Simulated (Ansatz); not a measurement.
Program: Ansatz. Geometries: PBE0-D4/def2-TZVP. ΔE: electronic, gas phase. CCSD(T)/CBS is the MP2 limit (def2-TZVPP, def2-QZVPP) plus CCSD(T) − MP2 in def2-TZVPP, frozen cores. DFT in def2-TZVPP. B3LYP here is the variant with VWN-RPA as its local correlation; programs differ in this. For Ge outer-core shells are correlated without core-valence functions, which leaves a few kJ/mol of doubt a bond. Scalar relativity is left out up to krypton. Each species was taken in one conformer, which may not be the lowest.

`C[O][Ge][Cl]` + `NC[SiH2]S` → `[SH][Ge][Cl]` + `CO[SiH2]CN`  (redistribution)

`C[O][Ge][Cl]`:

Cartesian coordinates in Å:
```
C 0.805 -0.279 0.127
O -0.446 -0.608 0.689
Ge -2.077 -0.008 0.399
Cl -1.713 1.505 -1.177
H 1.473 0.064 0.921
H 0.720 0.501 -0.633
H 1.237 -1.175 -0.327
```

`NC[SiH2]S`:

Cartesian coordinates in Å:
```
N 1.095 0.925 1.123
C -0.107 0.743 0.318
Si 0.162 -0.727 -0.823
S -1.607 -1.238 -1.919
H 1.051 1.775 1.670
H 1.221 0.157 1.769
H -0.247 1.619 -0.322
H -1.043 0.623 0.887
H 0.624 -1.883 -0.006
H 1.171 -0.421 -1.866
H -2.320 -1.574 -0.831
```

`[SH][Ge][Cl]`:

```xyz
4

S     0.881    1.029    0.555
Ge   -0.366    0.508   -1.230
Cl   -1.128   -1.446   -0.572
H     0.613   -0.091    1.248
```

`CO[SiH2]CN`:

Z-matrix (Å, degrees):
```
C
O 1 1.411
H 1 1.094 2 111.4
H 1 1.091 2 108.1 3 120.1
H 1 1.097 2 111.1 3 -121.0
Si 2 1.640 1 123.7 3 61.4
C 6 1.877 2 113.1 1 -67.5
H 6 1.496 2 109.9 1 52.6
H 6 1.484 2 106.1 1 171.8
N 7 1.461 6 110.4 2 68.5
H 7 1.096 6 106.9 2 -49.7
H 7 1.103 6 109.2 2 -164.2
H 10 1.012 7 111.4 6 -179.2
H 10 1.012 7 110.7 6 62.0
```

CCSD(T)/CBS gives -30.3 kJ/mol.

**Question.** Another level gave -40.7 kJ/mol. Which?
A. B3LYP-D4/def2-TZVPP
B. PBE0/def2-TZVPP
C. HF/def2-TZVPP
D. PBE/def2-TZVPP

**Answer.** C. HF/def2-TZVPP -40.7, PBE0 -30.5, B3LYP-D4 -34.7, PBE -26.2 kJ/mol.

Largest T1 diagnostic among the species: 0.015.

From PBE to PBE0 (25 % exact exchange), in def2-TZVPP and without D4, ΔE moves by −4.2 kJ/mol. In def2-TZVPP, CCSD(T) changes the Hartree–Fock value by +10.0 kJ/mol (the triples alone add +1.7 kJ/mol) and MP2 by +12.2 kJ/mol.
